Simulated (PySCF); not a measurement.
PySCF input file for Si(CCH)(F)2(Me) (C₃H₄F₂Si), SMILES C#C[Si](C)(F)F, PBE-D3(BJ)/def2-SVP. The structure is a stationary point at PBE-D3(BJ)/def2-SVP.

```python
import numpy as np
from pyscf import gto, scf, dft, df
from pyscf.hessian import thermo

mol = gto.M(
    atom='''
    C    -0.20868600   -2.72698022    0.00000000
    C    -0.07357681   -1.50655387    0.00000000
    Si    0.05408325    0.31559802   -0.00000000
    C    -1.59201472    1.16429619    0.00000001
    F     0.92353722    0.76564358    1.30401806
    F     0.92353720    0.76564358   -1.30401807
    H    -0.31873631   -3.80429599   -0.00000001
    H    -2.17509488    0.87712032   -0.89778211
    H    -1.46624391    2.26552586    0.00000001
    H    -2.17509487    0.87712032    0.89778213
    ''',
    basis='def2-SVP',
    charge=0,
    spin=0,
    max_memory=1600,
    verbose=3,
)
mf = dft.RKS(mol, xc='pbe').density_fit(auxbasis='def2-universal-jkfit')
mf.disp = 'd3bj'
mf.grids.level = 3
mf.conv_tol = 1e-11
mf.max_cycle = 100
mf.kernel()

# analytic Hessian; the response equations are solved on a coarser grid
h, args, fine = mf.Hessian(), (mf.mo_energy, mf.mo_coeff, mf.mo_occ), mf.grids
h.max_memory = max(150, 2.5e-5 * df.make_auxmol(mol, mf.with_df.auxbasis).nao * mol.nelec[0] * (mol.nelec[0] + mol.nao))  # MB; small integral blocks
h1ao = h.make_h1(mf.mo_coeff, mf.mo_occ)
mf.grids = dft.Grids(mol).set(level=1).build(with_non0tab=True)
mo1, mo_e1 = h.solve_mo1(*args, h1ao)
mf.grids = fine
hess = h.hess_elec(*args, mo1, mo_e1, h1ao) + h.hess_nuc()
if mf.do_disp():
    hess += h.get_dispersion()
for i in range(mol.natm):  # the analytic DFT Hessian lacks the response of the grid: restore translational invariance
    hess[i, i] -= hess[i].sum(axis=0)
hess = (hess + hess.transpose(1, 0, 3, 2)) / 2
vib = thermo.harmonic_analysis(mol, hess, imaginary_freq=False)
thermo.dump_normal_mode(mol, vib)
th = thermo.thermo(mf, vib['freq_au'][vib['freq_au'] > 0], 298.15, 101325)
thermo.dump_thermo(mol, th)
g0 = mf.nuc_grad_method().set(verbose=0).kernel()

# dipole derivatives [dipole axis, atom, xyz] from the same response
r, irp = mol.intor('int1e_r'), mol.intor('int1e_irp').reshape(3, 3, mol.nao, mol.nao)
sl, dm0, ok = mol.aoslice_by_atom(), np.array(mf.make_rdm1()), []
dmu = np.einsum('a,xt->xat', mol.atom_charges(), np.eye(3))
for a, (_, _, p0, p1) in enumerate(sl):
    dmu[:, a] += 2 * np.einsum('xtij,ij->xt', irp[:, :, :, p0:p1], dm0.reshape(-1, mol.nao, mol.nao).sum(0)[:, p0:p1])
    for u, c, occ, f in [(mo1, mf.mo_coeff, mf.mo_occ, 4)]:
        dmu[:, a] -= f * np.einsum('tui,xuv,vi->xt', u[a], r, c[:, occ > 0], optimize=True)
L = vib['norm_mode']
ir = 974.8801 * (np.einsum('xat,kat->kx', dmu, L) ** 2).sum(1)       # km/mol
apt = np.einsum('xax->a', dmu) / 3
print('mode   freq/cm-1   IR/(km/mol)')
for k, w in enumerate(vib['freq_wavenumber']):
    print(f'{k + 1:4d} {w:11.2f} {ir[k]:13.3f}')
print('max |gradient| / (hartree/bohr):', abs(g0).max())
print('APT charges:', apt.round(4))
```

Log of the run:

```
converged SCF energy = -605.15930827309

WARN: DFTD3 does not support analytical Hessian, using finite difference


WARN: Mole.unit (angstrom) is changed to Bohr

Mode                                 0                   1                   2
Irrep
Freq [cm^-1]                      118.9621            122.9117            137.1637
Reduced mass [au]                   3.4232              2.2494              1.4260
Force const [Dyne/A]                0.0285              0.0200              0.0158
Char temp [K]                     171.1600            176.8425            197.3480
Normal mode                   x     y     z       x     y     z       x     y     z
       0   C                 0.16 -0.02  0.00    0.00 -0.00 -0.14    0.00 -0.00  0.07
       1   C                -0.05  0.00 -0.00   -0.00  0.00  0.05   -0.00  0.00 -0.05
       2  Si                -0.04  0.00 -0.00   -0.00  0.00  0.04   -0.00  0.00 -0.02
       3   C                 0.03  0.14  0.00    0.00  0.00  0.00    0.00  0.00 -0.01
       4   F                -0.02 -0.05  0.01    0.00  0.09  0.01   -0.01 -0.07  0.01
       5   F                -0.02 -0.05 -0.01   -0.00 -0.09  0.01    0.01  0.07  0.01
       6   H                 0.32 -0.04  0.00    0.00 -0.00 -0.29    0.00 -0.00  0.16
       7   H                -0.00  0.21 -0.00   -0.11 -0.26  0.16   -0.18 -0.36  0.22
       8   H                 0.16  0.13  0.00    0.00  0.00 -0.33    0.00  0.00 -0.48
       9   H                -0.00  0.21  0.00    0.11  0.26  0.16    0.18  0.36  0.22
Mode                                 3                   4                   5
Irrep
Freq [cm^-1]                      208.4818            246.9115            294.4379
Reduced mass [au]                   3.5251              4.4884              9.2459
Force const [Dyne/A]                0.0903              0.1612              0.4723
Char temp [K]                     299.9589            355.2507            423.6306
Normal mode                   x     y     z       x     y     z       x     y     z
       0   C                 0.00  0.00 -0.02   -0.05 -0.04 -0.00    0.00  0.08  0.00
       1   C                -0.00  0.00  0.07    0.14 -0.06  0.00    0.05  0.07 -0.00
       2  Si                 0.00  0.00  0.05    0.03 -0.04  0.00    0.03  0.06 -0.00
       3   C                -0.00  0.00 -0.13    0.08  0.05 -0.00   -0.01 -0.03  0.00
       4   F                 0.09 -0.05  0.01   -0.08  0.04  0.04   -0.04 -0.08  0.10
       5   F                -0.09  0.05  0.01   -0.08  0.04 -0.04   -0.04 -0.08 -0.10
       6   H                 0.00  0.00 -0.09   -0.19 -0.02 -0.00   -0.03  0.09  0.00
       7   H                 0.18 -0.07 -0.23    0.04  0.16 -0.00    0.03 -0.11  0.00
       8   H                -0.00  0.00 -0.21    0.27  0.03 -0.00   -0.15 -0.01  0.00
       9   H                -0.18  0.07 -0.23    0.04  0.16  0.00    0.03 -0.11 -0.00
Mode                                 6                   7                   8
Irrep
Freq [cm^-1]                      352.3283            382.1871            584.0061
Reduced mass [au]                   6.7301              7.6418              5.8048
Force const [Dyne/A]                0.4922              0.6577              1.1665
Char temp [K]                     506.9220            549.8822            840.2547
Normal mode                   x     y     z       x     y     z       x     y     z
       0   C                 0.00  0.00 -0.03   -0.02  0.04  0.00   -0.01 -0.14 -0.00
       1   C                 0.00  0.00  0.23    0.19  0.01 -0.00    0.01 -0.12 -0.00
       2  Si                -0.00  0.00 -0.06   -0.07  0.01  0.00    0.02  0.06 -0.00
       3   C                -0.00 -0.00  0.01   -0.08  0.05 -0.00   -0.10  0.08  0.00
       4   F                -0.03 -0.06 -0.02    0.03 -0.05 -0.05    0.03  0.01  0.06
       5   F                 0.03  0.06 -0.02    0.03 -0.05  0.05    0.03  0.01 -0.06
       6   H                -0.00  0.00 -0.22   -0.17  0.05  0.00   -0.04 -0.14  0.00
       7   H                -0.10  0.05  0.06   -0.10  0.09 -0.00   -0.08 -0.00  0.01
       8   H                -0.00 -0.00  0.07   -0.02  0.04 -0.00   -0.26  0.09  0.00
       9   H                 0.10 -0.05  0.06   -0.10  0.09  0.00   -0.08 -0.00 -0.01
Mode                                 9                  10                  11
Irrep
Freq [cm^-1]                      707.4976            711.6660            717.4203
Reduced mass [au]                   1.3149              1.2893              2.3848
Force const [Dyne/A]                0.3878              0.3847              0.7232
Char temp [K]                    1017.9315           1023.9289           1032.2081
Normal mode                   x     y     z       x     y     z       x     y     z
       0   C                 0.13 -0.00 -0.00   -0.00  0.00 -0.13    0.01 -0.05 -0.00
       1   C                -0.06  0.01 -0.00   -0.00  0.00  0.05    0.02 -0.04  0.00
       2  Si                 0.01 -0.01 -0.00   -0.00 -0.00 -0.00   -0.03  0.07  0.00
       3   C                -0.02 -0.00 -0.00   -0.00 -0.00  0.00    0.14  0.02  0.00
       4   F                 0.00  0.00  0.00    0.00  0.00  0.00   -0.03 -0.02 -0.05
       5   F                 0.00  0.00 -0.00   -0.00 -0.00  0.00   -0.03 -0.02  0.05
       6   H                -0.85  0.10  0.00    0.00  0.00  0.87   -0.17 -0.04  0.00
       7   H                -0.04  0.05 -0.00    0.01 -0.01 -0.00    0.25 -0.28  0.02
       8   H                 0.04 -0.01  0.00    0.00 -0.00 -0.00   -0.26  0.06 -0.00
       9   H                -0.04  0.05  0.00   -0.01  0.01 -0.00    0.25 -0.28 -0.02
Mode                                12                  13                  14
Irrep
Freq [cm^-1]                      750.8915            792.8382            880.9804
Reduced mass [au]                   1.4436              2.3161              8.7084
Force const [Dyne/A]                0.4796              0.8578              3.9822
Char temp [K]                    1080.3657           1140.7177           1267.5346
Normal mode                   x     y     z       x     y     z       x     y     z
       0   C                 0.00 -0.00  0.00    0.00  0.05 -0.00   -0.00 -0.02 -0.00
       1   C                -0.00 -0.00  0.01    0.01  0.03  0.00   -0.01 -0.01 -0.00
       2  Si                -0.00  0.00  0.01    0.05 -0.09  0.00    0.11  0.06  0.00
       3   C                -0.00 -0.00  0.13   -0.04  0.13  0.00   -0.05 -0.02 -0.00
       4   F                -0.04 -0.01 -0.04   -0.02  0.01 -0.02   -0.06 -0.03 -0.08
       5   F                 0.04  0.01 -0.04   -0.02  0.01  0.02   -0.06 -0.03  0.08
       6   H                -0.00 -0.00 -0.02    0.02  0.05  0.00    0.03 -0.03  0.00
       7   H                 0.50 -0.20 -0.14    0.01 -0.16  0.05   -0.11  0.14 -0.01
       8   H                 0.00 -0.00 -0.22   -0.55  0.18 -0.00    0.07 -0.02  0.00
       9   H                -0.50  0.20 -0.14    0.01 -0.16 -0.05   -0.11  0.14  0.01
Mode                                15                  16                  17
Irrep
Freq [cm^-1]                      936.9052           1230.1470           1372.2501
Reduced mass [au]                  11.7539              1.2941              1.0471
Force const [Dyne/A]                6.0789              1.1538              1.1618
Char temp [K]                    1347.9980           1769.9076           1974.3624
Normal mode                   x     y     z       x     y     z       x     y     z
       0   C                -0.00 -0.00  0.00    0.00  0.00  0.00    0.00 -0.00 -0.00
       1   C                -0.00 -0.00  0.01   -0.00  0.00 -0.00   -0.00 -0.00 -0.00
       2  Si                 0.00  0.00 -0.13    0.01 -0.01 -0.00    0.00  0.00  0.01
       3   C                -0.00  0.00  0.04   -0.12  0.06 -0.00    0.00  0.00  0.06
       4   F                 0.05  0.03  0.09   -0.00 -0.00 -0.00    0.00  0.00 -0.00
       5   F                -0.05 -0.03  0.09   -0.00 -0.00  0.00   -0.00 -0.00 -0.00
       6   H                 0.00 -0.00 -0.02    0.00  0.00  0.00    0.00 -0.00  0.00
       7   H                 0.12 -0.04 -0.04    0.35 -0.30 -0.18   -0.08  0.47 -0.05
       8   H                -0.00  0.00 -0.08    0.50 -0.02  0.00    0.00 -0.00 -0.71
       9   H                -0.12  0.04 -0.04    0.35 -0.30  0.18    0.08 -0.47 -0.05
Mode                                18                  19                  20
Irrep
Freq [cm^-1]                     1376.6983           2097.1922           2985.5276
Reduced mass [au]                   1.0461              5.9149              1.0359
Force const [Dyne/A]                1.1682             15.3277              5.4402
Char temp [K]                    1980.7623           3017.3926           4295.5095
Normal mode                   x     y     z       x     y     z       x     y     z
       0   C                -0.00  0.00 -0.00   -0.02 -0.17 -0.00    0.00  0.00  0.00
       1   C                 0.00 -0.00 -0.00    0.02  0.22  0.00   -0.00  0.00  0.00
       2  Si                -0.00 -0.01  0.00   -0.00 -0.01 -0.00    0.00 -0.00  0.00
       3   C                -0.03 -0.05  0.00   -0.00 -0.00  0.00   -0.04  0.02 -0.00
       4   F                 0.00  0.00 -0.00   -0.00 -0.00 -0.00   -0.00 -0.00 -0.00
       5   F                 0.00  0.00  0.00   -0.00 -0.00  0.00   -0.00 -0.00  0.00
       6   H                -0.00  0.00  0.00   -0.03 -0.30 -0.00    0.00 -0.00 -0.00
       7   H                 0.37  0.36 -0.38    0.00 -0.00 -0.00    0.29  0.15  0.46
       8   H                -0.37 -0.00 -0.00    0.00  0.00 -0.00   -0.08 -0.56  0.00
       9   H                 0.37  0.36  0.38    0.00 -0.00  0.00    0.29  0.15 -0.46
Mode                                21                  22                  23
Irrep
Freq [cm^-1]                     3089.3462           3090.6354           3388.3845
Reduced mass [au]                   1.1021              1.1025              1.1584
Force const [Dyne/A]                6.1974              6.2049              7.8362
Char temp [K]                    4444.8814           4446.7362           4875.1308
Normal mode                   x     y     z       x     y     z       x     y     z
       0   C                -0.00 -0.00  0.00    0.00  0.00  0.00   -0.01 -0.10  0.00
       1   C                 0.00 -0.00  0.00   -0.00  0.00  0.00    0.00  0.03 -0.00
       2  Si                 0.00  0.00 -0.00   -0.00 -0.00 -0.00   -0.00 -0.00  0.00
       3   C                 0.00  0.00 -0.09   -0.04 -0.08 -0.00    0.00  0.00 -0.00
       4   F                 0.00  0.00  0.00    0.00  0.00  0.00    0.00  0.00  0.00
       5   F                -0.00 -0.00  0.00    0.00  0.00 -0.00    0.00  0.00 -0.00
       6   H                -0.00 -0.00 -0.00    0.00  0.00 -0.00    0.09  0.92  0.00
       7   H                 0.36  0.18  0.54    0.20  0.09  0.32    0.00 -0.00 -0.00
       8   H                -0.00 -0.00 -0.01    0.08  0.77 -0.00   -0.00 -0.00 -0.00
       9   H                -0.36 -0.18  0.54    0.20  0.09 -0.32    0.00 -0.00  0.00
temperature 298.1500 [K]
pressure 101325.00 [Pa]
Rotational constants [GHz] 3.59742 2.05473 1.98993
Symmetry number 1
Zero-point energy (ZPE) 0.06054 [Eh]   158958.409 [J/mol]
                           tot       elec      trans        rot        vib
Entropy [J/mol/K]       359.838      0.000    166.924    114.986     77.928
Cv [J/mol/K]            110.395      0.000     12.472     12.472     85.452
Cp [J/mol/K]            118.710      0.000     20.786     12.472     85.452
Internal energy [J/mol]                      3718.434   3718.434 172116.083
Internal energy [Eh]   -605.09092  -605.15931
Enthalpy [J/mol]                             6197.391   3718.434 172116.083
Enthalpy [Eh]          -605.08998
Gibbs free energy [J/mol]                  -43571.015 -30564.531 148881.839
Gibbs free energy [Eh] -605.13084
mode   freq/cm-1   IR/(km/mol)
   1      118.96         1.992
   2      122.91         0.693
   3      137.16         0.147
   4      208.48         0.020
   5      246.91         3.805
   6      294.44        19.614
   7      352.33        19.851
   8      382.19        58.903
   9      584.01        23.035
  10      707.50        20.659
  11      711.67        25.252
  12      717.42        40.365
  13      750.89         5.007
  14      792.84       183.326
  15      880.98       197.861
  16      936.91       168.106
  17     1230.15        42.374
  18     1372.25         5.466
  19     1376.70         1.969
  20     2097.19        63.801
  21     2985.53         0.186
  22     3089.35         0.296
  23     3090.64         0.301
  24     3388.38        45.321
max |gradient| / (hartree/bohr): 0.00017440970649268726
APT charges: [-0.1434 -0.5677  2.0523 -0.426  -0.6335 -0.6335  0.2141  0.0484  0.0409
  0.0484]
```

The calculation finished and met its thresholds.

Cost: around 90 core-seconds (rough).
